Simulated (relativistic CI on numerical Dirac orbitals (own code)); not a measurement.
**What each ingredient does to the levels of Sn XIV**

Base calculation: Dirac-Coulomb-Breit CI, orbitals from a KLI potential per configuration, model QED, unscaled Slater integrals.

Configurations in the expansion (outside the closed core [Ar] 3d10): 4s2 4p6 4d, 4s2 4p5 4d2, 4s2 4p6 4f, 4s 4p6 4d2, 4s2 4p6 5s, 4s2 4p5 4d 4f, 4s2 4p6 5p, 4s 4p6 4d 4f, 4s2 4p6 5d, 4s2 4p5 4d 5s, 4s2 4p6 5f, 4s2 4p6 6s, 4s2 4p6 6p, 4s2 4p6 5g, 4s2 4p5 4d 5p, 4s2 4p6 6d, 4s2 4p6 6f, 4s2 4p6 7s, 4s 4p6 4d 5s, 4s2 4p5 4d 5d, 4s2 4p6 7p, 4p6 4d3, 4p5 4d4, 4p5 4d3 4f, 4p6 4d 4f2, 4p5 4d2 4f2, 4p6 4f3, 4p6 4f2 5s, 4p5 4d 4f3, 4p6 4f2 5p. Double excitations out of closed p, d and f shells are left out; levels of such configurations are missing from the list, as are those of other unlisted configurations, and high levels can miss mixing partners. These lack a partner that the ground configuration has and come out too high: 4s2 4p5 4d 5s, 4s2 4p5 4d 5p, 4s2 4p5 4d 5d, 4s2 4p6 5d, 4s2 4p6 5f.

Variants: (1) QED terms removed; (2) only the first 3 configurations. Shifts of the energy above 4s2 4p6 4d 2D_3/2, in cm⁻¹, for the lowest level and the first level of each name with at least 55 % of one term (blank where a level changes its place among those of its configuration and J or its character, or is not in the variant):

```csv
Level,Base,Δ(1),Δ(2)
4s2 4p6 4d 2D_3/2,0,0,0
4s2 4p6 4d 2D_5/2,13009,-39,+15
4s2 4p5 4d2 4D°_1/2,523685,+125,-10596
4s2 4p5 4d2 4D°_3/2,526794,+121,-10308
4s2 4p5 4d2 4D°_5/2,533112,+105,-9903
4s2 4p5 4d2 4D°_7/2,542199,+89,-9447
4s2 4p5 4d2 4G°_9/2,550950,+104,-7773
4s2 4p5 4d2 4G°_11/2,553199,+84,-7231
4s2 4p5 4d2 4P°_5/2,558295,+93,-9648
4s2 4p5 4d2 4P°_1/2,573916,+87,-9757
4s2 4p5 4d2 2D°_5/2,576562,+74,-9771
4s2 4p5 4d2 2F°_7/2,578049,+74,-8070
4s2 4p5 4d2 4F°_9/2,580258,+72,-9656
4s2 4p5 4d2 2H°_11/2,585603,+96,-7501
```

At this charge energies of transitions that change n are usually good to better than 1 %, and those within a shell (Δn = 0) to a few per cent.

Ionisation energy from the two ground configurations alone: base 282.471 eV. The NIST ASD value (theoretical) is 282 eV.

LS names give the leading component of a level, which can be under half, so a name can repeat, a term be missing and a line seem to break the LS rules.
